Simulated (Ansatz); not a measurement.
The cluster Cd₂O₃H₂, 7 atoms. Hardware: 4 threads of Arm Neoverse V1 on a shared host.

In the def2 sets Cd takes a core potential; there is no spin–orbit coupling. Correlated methods freeze 3 core orbitals; core or outer-core shells of Cd are correlated, in sets that lack core-valence functions.

Task: How many basis functions does each of these Ansatz runs have, and roughly what does it cost? r2SCAN-D4/def2-TZVPD, charge 0 singlet, energy, from earlier orbitals; RPA@PBE/def2-TZVP, charge 0 singlet, energy, from earlier orbitals; PBE0-D4/def2-SVP, charge -1 doublet at the geometry of the charge 0 singlet, energy with a search over starts; PBE-D4/def2-TZVP, charge 0 singlet, energy, from earlier orbitals; PBE0-D4/def2-TZVP, charge 0 triplet at the geometry of the charge 0 singlet, energy; PBE0-D4/def2-TZVPD, charge -1 doublet at the geometry of the charge 0 singlet, energy, from earlier orbitals; HF/def2-TZVP, charge 0 singlet, energy, from earlier orbitals; r2SCAN-D4/def2-TZVP, charge 1 doublet at the geometry of the charge 0 singlet, energy, from earlier orbitals; PBE0-D4/def2-SVP, charge 0 singlet, energy, from earlier orbitals; LC-ωPBE/def2-TZVP, charge 0 singlet, energy, from earlier orbitals; r2SCAN-D4/def2-TZVP, charge 0 triplet at the geometry of the charge 0 singlet, energy, from earlier orbitals; PBE0-D4/def2-TZVP, charge 1 doublet at the geometry of the charge 0 singlet, energy, from earlier orbitals.

Result: Other jobs shared the machine, so times can vary by a factor of up to 3. A dash marks memory too small to be measured apart from the calling script's.

```json
{"run": "PBE-D4/def2-TZVP, charge 0 singlet, energy, from earlier orbitals", "functions": "185", "fitting or Cholesky vectors": "1279", "wall time": "1.6 s", "peak host memory (GiB)": "–"}
{"run": "PBE0-D4/def2-SVP, charge 0 singlet, energy, from earlier orbitals", "functions": "114", "fitting or Cholesky vectors": "1144", "wall time": "1.6 s", "peak host memory (GiB)": "–"}
{"run": "HF/def2-TZVP, charge 0 singlet, energy, from earlier orbitals", "functions": "185", "fitting or Cholesky vectors": "1626", "wall time": "1.9 s", "peak host memory (GiB)": "–"}
{"run": "LC-ωPBE/def2-TZVP, charge 0 singlet, energy, from earlier orbitals", "functions": "185", "fitting or Cholesky vectors": "1279", "wall time": "2.2 s", "peak host memory (GiB)": "–"}
{"run": "PBE0-D4/def2-SVP, charge -1 doublet at the geometry of the charge 0 singlet, energy with a search over starts", "functions": "114", "fitting or Cholesky vectors": "1144", "wall time": "4.5 s", "peak host memory (GiB)": "–"}
{"run": "r2SCAN-D4/def2-TZVPD, charge 0 singlet, energy, from earlier orbitals", "functions": "218", "fitting or Cholesky vectors": "1392", "wall time": "4.7 s", "peak host memory (GiB)": "–"}
{"run": "RPA@PBE/def2-TZVP, charge 0 singlet, energy, from earlier orbitals", "functions": "185", "fitting or Cholesky vectors": "1460", "wall time": "4.9 s", "peak host memory (GiB)": "–"}
{"run": "PBE0-D4/def2-TZVPD, charge -1 doublet at the geometry of the charge 0 singlet, energy, from earlier orbitals", "functions": "218", "fitting or Cholesky vectors": "1494", "wall time": "8.5 s", "peak host memory (GiB)": "0.81"}
{"run": "r2SCAN-D4/def2-TZVP, charge 1 doublet at the geometry of the charge 0 singlet, energy, from earlier orbitals", "functions": "185", "fitting or Cholesky vectors": "1279", "wall time": "10 s", "peak host memory (GiB)": "–"}
{"run": "PBE0-D4/def2-TZVP, charge 0 triplet at the geometry of the charge 0 singlet, energy", "functions": "185", "fitting or Cholesky vectors": "1381", "wall time": "12 s", "peak host memory (GiB)": "0.95"}
{"run": "r2SCAN-D4/def2-TZVP, charge 0 triplet at the geometry of the charge 0 singlet, energy, from earlier orbitals", "functions": "185", "fitting or Cholesky vectors": "1279", "wall time": "13 s", "peak host memory (GiB)": "–"}
{"run": "PBE0-D4/def2-TZVP, charge 1 doublet at the geometry of the charge 0 singlet, energy, from earlier orbitals", "functions": "185", "fitting or Cholesky vectors": "1381", "wall time": "13 s", "peak host memory (GiB)": "0.92"}
```
